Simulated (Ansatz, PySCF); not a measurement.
H₄SeSiZn, SMILES [SiH3][Zn][SeH].

The structure is a stationary point at B3LYP-D3(BJ)/def2-SVP. Other conformers were not sampled.

Vertical ionisation energy (IE) and electron affinity (EA) in eV. Rows of orbital energies are one-electron estimates. Where ΔSCF, EOM or ADC give a negative EA the extra electron is unbound and the value depends on the basis.

| level | IE | EA |
|---|---|---|
| −ε(HOMO), −ε(LUMO), CAM-B3LYP/def2-TZVPD (PySCF) | 8.17 | 0.46 |
| −ε(HOMO), −ε(LUMO), PBE/def2-TZVPD (PySCF) | 5.85 | 2.02 |
| ΔSCF, PBE0/def2-SVPD (Ansatz), final states of multiplicity 2 and 2 | 9.04 | -0.14 |
| ΔSCF, PBE/def2-SVPD (Ansatz), final states of multiplicity 2 and 2 | ___ | ___ |

### Question
Complete the blanks. (Estimate from the structure and the level; the computed values follow.)

### Answer

- ΔSCF, PBE/def2-SVPD (Ansatz, a first-principles code), final states of multiplicity 2 and 2, IE: 8.89
- ΔSCF, PBE/def2-SVPD (Ansatz), final states of multiplicity 2 and 2, EA: -0.12

### Question
What vertical singlet–triplet gap does ΔSCF give with PBE0/def2-SVPD (Ansatz) and with PBE/def2-SVPD (Ansatz)? (The exact figures need the calculation; the answer reports its results.)

### Answer
4.50 and 4.24 eV (triplet above singlet where positive).
